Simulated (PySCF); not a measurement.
## Correlation energy of Ar⁺ (argon, charge +1)

[Ne] 3s2 3p5, 2P determinant. All numbers are calculated (PySCF 2.14, the non-relativistic Hamiltonian (point nucleus), in def2-TZVP). Frozen: [Ne]; 7 electrons correlated.

MP2 pair energies summed by pair of shells (mhartree):

```
 pair   energy  share (%)
3p-3p  -103.45       63.7
3s-3p   -50.33       31.0
3s-3s    -8.71        5.4
```

Total MP2 correlation energy: -162.49 mhartree.

Same-spin part -37.79 and opposite-spin part -124.70 mhartree; SCS-MP2 scales them by 1/3 and 6/5 to -162.24 mhartree.

```tsv
level	correlation energy (mhartree)
CCSD	-188.31
(T)	-5.28
CCSD(T)	-193.59
```

Diagnostics: T1 = 0.0064, D1 = 0.0219, largest double amplitude 0.054.

Cost of the coupled-cluster step: 0.51 s of wall time on 1 thread of Neoverse-V1 (shared host), for 7 correlated electrons.

Iterations:

```
CC2 = 0
CCSD nocc = (np.int64(4), np.int64(3)), nmo = (32, 32)
frozen orbitals [[0, 1, 2, 3, 4], [0, 1, 2, 3, 4]]
max_cycle = 100
direct = 0
conv_tol = 1e-08
conv_tol_normt = 1e-06
diis_space = 8
diis_start_cycle = 0
Init t2, MP2 energy = -0.162492833471233
Init E_corr(UCCSD) = -0.162492833471544
cycle = 1  E_corr(UCCSD) = -0.182605574409856  dE = -0.0201127409  norm(t1,t2) = 0.0372807
cycle = 2  E_corr(UCCSD) = -0.186643440883803  dE = -0.00403786647  norm(t1,t2) = 0.0117374
cycle = 3  E_corr(UCCSD) = -0.188373373615504  dE = -0.00172993273  norm(t1,t2) = 0.00467263
cycle = 4  E_corr(UCCSD) = -0.188305946735912  dE = 6.74268796e-05  norm(t1,t2) = 0.000550279
cycle = 5  E_corr(UCCSD) = -0.188307073120438  dE = -1.12638453e-06  norm(t1,t2) = 7.42454e-05
cycle = 6  E_corr(UCCSD) = -0.188307337455262  dE = -2.64334825e-07  norm(t1,t2) = 1.40809e-05
cycle = 7  E_corr(UCCSD) = -0.188307387158547  dE = -4.97032849e-08  norm(t1,t2) = 2.32227e-06
cycle = 8  E_corr(UCCSD) = -0.18830737903216  dE = 8.12638734e-09  norm(t1,t2) = 5.1e-07
UCCSD converged
E(UCCSD) = -526.455518102338  E_corr = -0.1883073790321599
UCCSD(T) correction = -0.00527812993464184
```
